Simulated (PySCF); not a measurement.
F₂H₄O₂Si₂. Atoms are numbered in the order given.

```xyz
10

O      1.7550     1.1590     0.4183
Si     0.7617    -0.1219     0.1426
F      0.2944    -0.8256     1.5304
F      1.5322    -1.2778    -0.6918
O     -0.5525     0.3974    -0.6734
Si    -2.2297     0.4235    -0.4932
H      2.6410     0.9473     0.7588
H     -2.7598    -0.9793    -0.4067
H     -2.7888     1.1114    -1.7005
H     -2.6003     1.1781     0.7515
```

Coordinates come from a PBE-D3(BJ)/def2-SVP optimisation. The structure was generated by enumeration, and PubChem lists no compound with its InChIKey, so it may never have been made. One conformer was computed; it need not be the lowest.

These are SMD-ωB97X/def2-SVP in PySCF values and carry that method's errors.

Solvation free energies are E(SMD) − E(gas) at the gas-phase geometry, for 1 M in both phases. In vacuum the dipole moment is 0.76 D.

```tsv
solvent	ΔG(solv) (kcal/mol)	its non-electrostatic (CDS) part	dipole (D)
water	-3.7	3.9	0.89
diethylether	-4.2	-1.1	0.84
acetonitrile	…	…	…
```

### Question
What belongs in the gaps? (The exact figures need the calculation; the answer reports its results.)

### Answer

- acetonitrile, ΔG(solv) (kcal/mol): -4.8
- acetonitrile, its non-electrostatic (CDS) part: 0.3
- acetonitrile, dipole (D): 0.89
